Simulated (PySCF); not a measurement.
A side-by-side comparison of computed properties.

First species: C₄H₄ClFO.
SMILES: `F[C@H]1OCC=C1Cl`

Second species: C₂H₄N₂OSSi.
Structure used (GFN2-xTB), in Å, numbered top down from 1:
```
atom  x, y, z in Å
Si1   -1.9115   -0.5161   -0.6798
O2    -0.8371    0.3780    0.2015
C3     0.4667    0.2087    0.2306
C4     1.3730    0.9893    0.9994
N5     2.6159    0.6120    0.8465
S6     2.6728   -0.6380   -0.1866
N7     1.0767   -0.7263   -0.4694
H8    -1.8455   -1.9131   -0.2621
H9    -3.1126    0.1848   -0.2506
H10   -1.6102   -0.3833   -2.1018
H11    1.1172    1.8066    1.6464
```

Levels: PBE0/def2-SVPD for dipole moment, HOMO energy, LUMO energy, HOMO–LUMO gap, static isotropic polarisability and electronic spatial extent ⟨r²⟩ about the centre of nuclear charge; TDDFT PBE0/def2-SVPD for lowest singlet excitation; TDA PBE0/def2-SVPD for lowest triplet excitation (Tamm–Dancoff); GFN2-xTB for rotational constant A and rotational constant C. Geometries: GFN2-xTB. All species are isolated and taken at one optimised geometry, non-relativistic unless stated; the electronic structure was computed with PySCF and density fitting.

Dipoles, sizes and rotational constants follow the conformer. The torsions of the flexible species, by atom-mapped SMILES:
- `[SiH3:1][O:2][c:3]1[cH:4][n:5][s:6][n:7]1`: Si1–O2–C3–C4 180°

```
                                                         property    column X   column Y
                                                    dipole moment      1.59 D     2.76 D
                                                      HOMO energy    -7.39 eV   -7.79 eV
                                                      LUMO energy    -1.52 eV   -0.74 eV
                                                    HOMO–LUMO gap     5.87 eV    7.05 eV
                                        lowest singlet excitation     5.20 eV    6.49 eV
                         lowest triplet excitation (Tamm–Dancoff)     3.61 eV    4.08 eV
                                  static isotropic polarisability     81.2 au    63.5 au
electronic spatial extent ⟨r²⟩ about the centre of nuclear charge  1156 bohr²  844 bohr²
                                            rotational constant A   5.739 GHz  3.781 GHz
                                            rotational constant C   0.942 GHz  1.336 GHz
```

**Question.** Which column belongs to which species?

**Answer.** Column X is the second species and column Y the first. The first has 11 atoms and 62 electrons, the second 11 and 68.

**Question.** How does each property change from the first species to the second?

**Answer.** dipole moment -1.17 D; HOMO energy +0.40 eV; LUMO energy -0.78 eV; HOMO–LUMO gap -1.18 eV; lowest singlet excitation -1.29 eV; lowest triplet excitation (Tamm–Dancoff) -0.47 eV; static isotropic polarisability +17.7 au; electronic spatial extent ⟨r²⟩ about the centre of nuclear charge +312 bohr²; rotational constant A +1.958 GHz; rotational constant C -0.394 GHz.

On the first: The vertical singlet–triplet gap S1 − T1 is 2.41 eV (TDDFT singlet less Tamm–Dancoff triplet; S1: HOMO→LUMO, weight 0.89; T1: HOMO→LUMO, weight 0.93). The 6 singlets span 6.49 to 8.04 eV, and their oscillator strengths add up to 0.29.

On the second: S1 lies 0.67 eV below the HOMO–LUMO gap; its leading configuration is HOMO→LUMO, weight 0.95. The vertical singlet–triplet gap S1 − T1 is 1.59 eV (TDDFT singlet less Tamm–Dancoff triplet; S1: HOMO→LUMO, weight 0.95; T1: HOMO→LUMO, weight 0.98).
